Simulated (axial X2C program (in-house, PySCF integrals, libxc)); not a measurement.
# Density and ELF of CdB⁺

Computed with an axial X2C code built on PySCF integrals. Spin-free means the one-electron spin-free X2C Hamiltonian. Basis: Cd dyall-cv3z [12s12p8d5f3g], B dyall-v3z [7s6p2d1f] (cores contracted in-house); Gaussian nuclei, density fitting, unrestricted open shells. Masses: Cd 113.903 u, B 11.009 u.

PBE0, spin-free, state M_S = 0, Λ = 0 (closed shell); Cd at z = 0, B at z = 2.512 Å.

The maps cover the half plane through the axis: z from -2.4 to 4.8 Å along the bond, ρ from 0.15 to 2.25 Å away from it.

log10 of the density in e/bohr³:

```
 ρ\z  -2.4  -1.8  -1.2  -0.6   0.0   0.6   1.2   1.8   2.4   3.0   3.6   4.2   4.8
0.15  -3.5  -2.6  -1.6  -0.1   1.8  -0.1  -1.3  -1.1   0.4  -0.9  -1.6  -2.5  -3.4
0.45  -3.6  -2.7  -1.7  -0.5   0.4  -0.5  -1.4  -1.3  -1.1  -1.1  -1.7  -2.6  -3.5
0.75  -3.7  -2.9  -2.0  -1.0  -0.4  -1.0  -1.6  -1.5  -1.4  -1.4  -1.9  -2.7  -3.6
1.05  -3.9  -3.1  -2.3  -1.6  -1.2  -1.5  -1.9  -1.9  -1.8  -1.8  -2.3  -3.0  -3.8
1.35  -4.0  -3.3  -2.6  -2.0  -1.8  -1.9  -2.2  -2.3  -2.2  -2.3  -2.7  -3.3  -4.1
1.65  -4.3  -3.6  -2.9  -2.5  -2.3  -2.4  -2.6  -2.8  -2.7  -2.8  -3.1  -3.6  -4.3
1.95  -4.5  -3.9  -3.3  -2.9  -2.7  -2.8  -3.0  -3.3  -3.2  -3.3  -3.5  -4.0  -4.7
2.25  -4.8  -4.2  -3.7  -3.3  -3.2  -3.2  -3.5  -3.7  -3.8  -3.8  -4.0  -4.4  -5.0
```

Electron localisation function (collinear form, no current term, damped to 0 at low density):

```
 ρ\z  -2.4  -1.8  -1.2  -0.6   0.0   0.6   1.2   1.8   2.4   3.0   3.6   4.2   4.8
0.15  0.04  0.11  0.16  0.70  0.73  0.68  0.34  0.99  0.99  0.48  1.00  0.99  0.18
0.45  0.03  0.11  0.15  0.53  0.73  0.50  0.36  0.96  0.03  0.96  1.00  0.99  0.12
0.75  0.02  0.12  0.14  0.30  0.53  0.29  0.38  0.81  0.74  0.99  1.00  0.96  0.05
1.05  0.01  0.12  0.15  0.20  0.27  0.24  0.36  0.48  0.73  0.97  0.99  0.82  0.01
1.35  0.00  0.09  0.15  0.19  0.22  0.27  0.28  0.17  0.45  0.88  0.94  0.35  0.00
1.65  0.00  0.04  0.15  0.19  0.23  0.29  0.18  0.04  0.14  0.57  0.58  0.04  0.00
1.95  0.00  0.01  0.09  0.18  0.23  0.26  0.08  0.01  0.02  0.12  0.07  0.00  0.00
2.25  0.00  0.00  0.02  0.10  0.16  0.14  0.02  0.00  0.00  0.01  0.00  0.00  0.00
```

The state is one determinant whose occupation by symmetry is held fixed; it was picked as the lowest of a PBE0 search that is not exhaustive.
